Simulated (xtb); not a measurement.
CHF (SMILES [CH]F), singlet, from a rough starting geometry; GFN2-xTB (xtb).

Here is a job for xtb.
```
$ xtb mol.xyz --gfn 2 --opt vtight --json

# file mol.xyz
3

C     -0.10561352     0.47276117     0.01570098
F      1.01604453    -0.20597143     0.04752976
H     -0.91909792    -0.24207079    -0.01586517
```

It wrote (shortened):

```
   ID    Z sym.   atoms
    1    6 C      1
    2    9 F      2
    3    1 H      3

           -------------------------------------------------
          |                Calculation Setup                |
           -------------------------------------------------

           -------------------------------------------------
          |                 G F N 2 - x T B                 |
           -------------------------------------------------

          ...................................................
          :                      SETUP                      :
          :.................................................:
          :  # basis functions                   9          :
          :  # atomic orbitals                   9          :
          :  # shells                            5          :
          :  # electrons                        12          :
          :  max. iterations                   250          :
          :  Hamiltonian                  GFN2-xTB          :
          :  restarted?                      false          :
          :  GBSA solvation                  false          :
          :  PC potential                    false          :
          :  electronic temp.          300.0000000     K    :
          :  accuracy                    1.0000000          :
          :  -> integral cutoff          0.2500000E+02      :
          :  -> integral neglect         0.1000000E-07      :
          :  -> SCF convergence          0.1000000E-05 Eh   :
          :  -> wf. convergence          0.1000000E-03 e    :
          :  Broyden damping             0.4000000          :
          :  net charge                          0          :
          :  unpaired electrons                  0          :
          ...................................................

 iter      E             dE          RMSdq      gap      omega  full diag
   1     -7.2531368 -0.725314E+01  0.101E+01    1.56       0.0  T
   2     -7.2551127 -0.197591E-02  0.620E+00    1.46       1.0  T
   3     -7.2554778 -0.365062E-03  0.702E-01    1.31       1.0  T
   4     -7.2557932 -0.315348E-03  0.530E-01    1.38       1.0  T
   5     -7.2560339 -0.240758E-03  0.270E-01    1.38       1.0  T
   6     -7.2561136 -0.797245E-04  0.149E-01    1.36       1.0  T
   7     -7.2561727 -0.590113E-04  0.782E-03    1.37       7.4  T
   8     -7.2561727 -0.958529E-07  0.237E-03    1.38      24.4  T
   9     -7.2561728 -0.377541E-08  0.362E-04    1.38     159.4  T
  10     -7.2561728 -0.825082E-10  0.280E-04    1.38     206.0  T

   *** convergence criteria satisfied after 10 iterations ***

         :::::::::::::::::::::::::::::::::::::::::::::::::::::
         ::                     SUMMARY                     ::
         :::::::::::::::::::::::::::::::::::::::::::::::::::::
         :: total energy              -7.225005784366 Eh    ::
         :: gradient norm              0.029402129678 Eh/a0 ::
         :: HOMO-LUMO gap              1.375026801230 eV    ::
         ::.................................................::
         :: SCC energy                -7.256172753034 Eh    ::
         :: -> isotropic ES           -0.000863261460 Eh    ::
         :: -> anisotropic ES         -0.000316375446 Eh    ::
         :: -> anisotropic XC          0.002916886308 Eh    ::
         :: -> dispersion             -0.000381887109 Eh    ::
         :: repulsion energy           0.031166968668 Eh    ::
         :: add. restraining           0.000000000000 Eh    ::
         :: total charge               0.000000000000 e     ::
         :::::::::::::::::::::::::::::::::::::::::::::::::::::

      -----------------------------------------------------------
     |                   =====================                   |
     |                        A N C O P T                        |
     |                   =====================                   |
     |               Approximate Normal Coordinate               |
     |                Rational Function Optimizer                |
      -----------------------------------------------------------
      -----------------------------------------------------------
     |                   =====================                   |
     |                        A N C O P T                        |
     |                   =====================                   |
     |               Approximate Normal Coordinate               |
     |                Rational Function Optimizer                |
      -----------------------------------------------------------

          ...................................................
          :                      SETUP                      :
          :.................................................:
          :   optimization level         verytight          :
          :   max. optcycles                   200          :
          :   ANC micro-cycles                  20          :
          :   degrees of freedom                 3          :
          :.................................................:
          :   RF solver                   davidson          :
          :   write xtbopt.log                true          :
          :   linear?                        false          :
          :   energy convergence         0.1000000E-06 Eh   :
          :   grad. convergence          0.2000000E-03 Eh/α :
          :   maxmium RF displ.          1.0000000          :
          :   Hlow (freq-cutoff)         0.1000000E-01      :
          :   Hmax (freq-cutoff)         5.0000000          :
          :   S6 in model hess.         20.0000000          :
          ...................................................

generating ANC from exact Hessian ...
Using Lindh-Hessian (1995)
 Shifting diagonal of input Hessian by    0.0000000000000000
 Lowest  eigenvalues of input Hessian
    0.000000    0.000000    0.000000    0.000000    0.000000    0.000000
    0.188365    0.877308    1.509010
 Highest eigenvalues
[...]
 * total energy  :    -7.2250058 Eh     change       -0.1981535E-09 Eh
 * total energy  :    -7.2255819 Eh     change       -0.5760925E-03 Eh
 * total energy  :    -7.2256639 Eh     change       -0.8206238E-04 Eh
 * total energy  :    -7.2256651 Eh     change       -0.1120599E-05 Eh
 * total energy  :    -7.2256652 Eh     change       -0.1542939E-06 Eh
 * total energy  :    -7.2256652 Eh     change       -0.7803971E-09 Eh
   *** GEOMETRY OPTIMIZATION CONVERGED AFTER 6 ITERATIONS ***
[...]

           -------------------------------------------------
          |                Final Singlepoint                |
           -------------------------------------------------

          ...................................................
          :                      SETUP                      :
          :.................................................:
          :  # basis functions                   9          :
          :  # atomic orbitals                   9          :
          :  # shells                            5          :
          :  # electrons                        12          :
          :  max. iterations                   250          :
          :  Hamiltonian                  GFN2-xTB          :
          :  restarted?                      false          :
          :  GBSA solvation                  false          :
          :  PC potential                    false          :
          :  electronic temp.          300.0000000     K    :
          :  accuracy                    1.0000000          :
          :  -> integral cutoff          0.2500000E+02      :
          :  -> integral neglect         0.1000000E-07      :
          :  -> SCF convergence          0.1000000E-05 Eh   :
          :  -> wf. convergence          0.1000000E-03 e    :
          :  Broyden damping             0.4000000          :
          :  net charge                          0          :
          :  unpaired electrons                  0          :
          ...................................................

 iter      E             dE          RMSdq      gap      omega  full diag
   1     -7.2545950 -0.725459E+01  0.217E-05    1.44       0.0  T
   2     -7.2545950 -0.142997E-12  0.100E-05    1.44    5753.7  T
   3     -7.2545950 -0.275335E-13  0.517E-06    1.44   11161.2  T

   *** convergence criteria satisfied after 3 iterations ***

         :::::::::::::::::::::::::::::::::::::::::::::::::::::
         ::                     SUMMARY                     ::
         :::::::::::::::::::::::::::::::::::::::::::::::::::::
         :: total energy              -7.225665215082 Eh    ::
         :: gradient norm              0.000007272975 Eh/a0 ::
         :: HOMO-LUMO gap              1.444325058269 eV    ::
         ::.................................................::
         :: SCC energy                -7.254594951476 Eh    ::
         :: -> isotropic ES           -0.001381873745 Eh    ::
         :: -> anisotropic ES         -0.000225507748 Eh    ::
         :: -> anisotropic XC          0.002825832568 Eh    ::
         :: -> dispersion             -0.000383942191 Eh    ::
         :: repulsion energy           0.028929736394 Eh    ::
         :: add. restraining           0.000000000000 Eh    ::
         :: total charge               0.000000000000 e     ::
         :::::::::::::::::::::::::::::::::::::::::::::::::::::

           -------------------------------------------------
          |                Property Printout                |
           -------------------------------------------------

    * Orbital Energies and Occupations

         #    Occupation            Energy/Eh            Energy/eV
      -------------------------------------------------------------
         1        2.0000           -0.8753775             -23.8202
         2        2.0000           -0.6421823             -17.4747
         3        2.0000           -0.5841977             -15.8968
         4        2.0000           -0.5762863             -15.6815
         5        2.0000           -0.5407483             -14.7145
         6        2.0000           -0.4150949             -11.2953 (HOMO)
         7                         -0.3620170              -9.8510 (LUMO)
         8                          0.1142354               3.1085
         9                          0.1729847               4.7072
      -------------------------------------------------------------
                  HL-Gap            0.0530780 Eh            1.4443 eV
             Fermi-level           -0.3885560 Eh          -10.5731 eV

     #   Z          covCN         q      C6AA      α(0)
     1   6 C        1.705    -0.003    31.499     9.088
     2   9 F        0.785    -0.064     9.920     3.720
     3   1 H        0.921     0.067     2.120     2.277

 Mol. C6AA /au·bohr⁶  :        102.552916
 Mol. C8AA /au·bohr⁸  :       2292.257059
 Mol. α(0) /au        :         15.085457

Wiberg/Mayer (AO) data.
largest (>0.10) Wiberg bond orders for each atom

 ---------------------------------------------------------------------------
     #   Z sym  total        # sym  WBO       # sym  WBO       # sym  WBO
 ---------------------------------------------------------------------------
     1   6 C    2.357 --     2 F    1.379     3 H    0.978
     2   9 F    1.397 --     1 C    1.379
     3   1 H    0.996 --     1 C    0.978
 ---------------------------------------------------------------------------

Topologies differ in total number of bonds
Writing topology from bond orders to xtbtopo.mol

molecular dipole:
                 x           y           z       tot (Debye)
 q only:       -0.237      -0.010      -0.008
   full:       -0.231      -0.479      -0.011       1.352
molecular quadrupole (traceless):
                xx          xy          yy          xz          yz          zz
 q only:       -0.028       0.156       0.017      -0.011       0.005       0.012
  q+dip:        0.036       1.273      -0.599      -0.019       0.012       0.564
   full:       -0.218       0.976      -1.525      -0.068      -0.013       1.742

optimized geometry written to: xtbopt.xyz

           -------------------------------------------------
          | TOTAL ENERGY               -7.225665215082 Eh   |
          | GRADIENT NORM               0.000007272975 Eh/α |
          | HOMO-LUMO GAP               1.444325058269 eV   |
           -------------------------------------------------

normal termination of xtb
```
